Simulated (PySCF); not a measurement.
C4H7Cl.

```xyz
12

C      2.3132     0.5257    -0.0527
C      1.0338    -0.2681     0.0863
C      0.2908    -0.7936    -1.1235
C     -0.2797     0.3335    -0.3162
Cl    -1.7210     0.0540     0.6848
H      2.4780     1.1691     0.8264
H      2.2845     1.1712    -0.9450
H      3.1821    -0.1448    -0.1526
H      0.9799    -0.9150     0.9682
H      0.6711    -0.5548    -2.1218
H     -0.1959    -1.7680    -1.0383
H     -0.2925     1.3396    -0.7426
```
Charge 0, spin multiplicity 1.

Geometry: TPSSh-D3(BJ)/def2-SVP.

Level of theory: PBE0/pcSseg-1 (PySCF). Non-relativistic, no solvent.

Computed absolute GIAO shielding of each atom: isotropic value and principal components (ppm):
```tsv
atom	σ(iso)	σ11	σ22	σ33	span
C1	165.3	149.8	158.3	187.8	38.1
C2	164.6	126.5	160.2	207.0	80.5
C3	165.7	136.8	156.5	203.6	66.8
C4	142.2	102.0	121.1	203.4	101.4
Cl5	804.9	602.6	714.5	1097.6	494.9
H6	29.5	24.8	27.3	36.6	11.8
H7	31.2	26.6	29.2	37.8	11.2
H8	29.8	24.9	27.0	37.3	12.4
H9	30.4	23.8	29.7	37.7	13.9
H10	30.7	25.4	27.4	39.3	13.9
H11	30.5	25.0	28.0	38.3	13.3
H12	28.9	21.4	28.7	36.4	14.9
```
